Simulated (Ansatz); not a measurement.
Abridged output of a molecular run in Ansatz:

```
Functional definition: HF
1238 factors; integrals over basis functions are off by at most 8.9e-4 eV
mean field evaluation 1: about -61953.5153 eV, gradient 4.1e1 eV
mean field evaluation 2: about -61953.6377 eV, gradient 4.1e1 eV
mean field evaluation 4: about -61956.9422 eV, gradient 3.1e0 eV
mean field evaluation 8: about -61956.9902 eV, gradient 2.8e-1 eV
mean field -61956.99044898 eV, -2276.8774030434 hartree, gradient 2.1e-6 eV, S^2 0.000000; 0 other end points of the search recorded, 0 dependent functions left out
12 core orbitals not correlated: weight in the atoms' cores, before any rotation towards them, 1.000 or more for the frozen orbitals, at most 0.000 for the correlated occupied ones
reference -61956.99044898 eV, -2276.8774030434 hartree; 17, 17 occupied and 168, 168 virtual orbitals, 1238 factors
second order -23.08336514 eV of doubles, -0.00000000 eV of singles
cycle   1  -22.92527852 eV  change    1.6e-1 eV  update   1.1e-1
cycle   2  -23.53822003 eV  change   -6.1e-1 eV  update   3.2e-2
cycle   3  -23.65565755 eV  change   -1.2e-1 eV  update   1.7e-2
cycle   4  -23.63637841 eV  change    1.9e-2 eV  update   4.1e-3
cycle   5  -23.63436255 eV  change    2.0e-3 eV  update   1.8e-3
cycle   6  -23.63519969 eV  change   -8.4e-4 eV  update   5.0e-4
cycle   7  -23.63487976 eV  change    3.2e-4 eV  update   1.6e-4
cycle   8  -23.63480741 eV  change    7.2e-5 eV  update   5.6e-5
cycle   9  -23.63483075 eV  change   -2.3e-5 eV  update   2.1e-5
perturbative correction -0.79353968 eV, -0.0291620453 hartree
Total energy: -61981.41881940 eV, -2277.7751290985 hartree
```

Its atoms:

```xyz
8

O     1.381   -1.387   -0.433
B     0.962   -0.106   -0.441
F     1.794    0.774   -0.982
Ge   -0.861    0.554    0.321
H     0.757   -1.997   -0.035
H    -1.719    1.202   -0.777
H    -1.658   -0.628    0.909
H    -0.654    1.588    1.438
```

Question: Which basis set was used?
A. def2-TZVPP
B. def2-SVPD
C. def2-TZVPPD
D. cc-pV(D+d)Z

Answer: A. It gives 197 functions.

Question: Write the keys of the input that set method, charge and spin (a neutral closed shell needs none for the last two).

Answer: 
```yaml
correlation: {method: ccsd_t}
```
